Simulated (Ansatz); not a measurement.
`C[Si]1(N)[AlH][Se]1` and `C[SiH]1[AlH][Se]1` differ in one atom or group.

Ansatz, PBE0-D4/def2-TZVP geometries, multiplicity 1. Each molecule was computed in one conformer, which needn't be the lowest.

Scalar relativity is left out up to krypton.

```tsv
property	`C[Si]1(N)[AlH][Se]1`
LUMO energy (PBE0/def2-TZVPP) / eV	-1.65
HOMO–LUMO gap (PBE/def2-TZVPP) / eV	2.76
ideal-gas entropy at 298 K and 1 bar (rigid rotor, harmonic PBE0-D4/def2-TZVP) / J/(mol·K)	382
HOMO–LUMO gap (B3LYP/def2-TZVPP) / eV	4.10
HOMO–LUMO gap (PBE0/def2-TZVPP) / eV	4.43
HOMO–LUMO gap (ωB97M-V/def2-TZVPP) / eV	7.98
```

(1) Give the same properties after the change, and the shifts. (Estimate.)

Answers

(1) Ansatz gave: 
```
                                                                                  property  `C[SiH]1[AlH][Se]1`  shift
                                                        LUMO energy (PBE0/def2-TZVPP) / eV                -1.75  -0.10
                                                       HOMO–LUMO gap (PBE/def2-TZVPP) / eV                 3.00   0.24
ideal-gas entropy at 298 K and 1 bar (rigid rotor, harmonic PBE0-D4/def2-TZVP) / J/(mol·K)                  348    -34
                                                     HOMO–LUMO gap (B3LYP/def2-TZVPP) / eV                 4.32   0.22
                                                      HOMO–LUMO gap (PBE0/def2-TZVPP) / eV                 4.66   0.23
                                                   HOMO–LUMO gap (ωB97M-V/def2-TZVPP) / eV                 8.21   0.23
```

With PBE0 the HOMO falls by 0.34 eV and the LUMO falls by 0.10 eV, so the gap widens by about 0.24 eV. PBE moves the HOMO by -0.36 eV and ωB97M-V by -0.33 eV. The zero-point energy changes by -48.1 kJ/mol with -6 modes.

B3LYP here is the variant with VWN-RPA as its local correlation; programs differ in this.

Spin–orbit coupling is left out; it splits and shifts lone-pair levels of the heavy atoms by tenths of an eV.
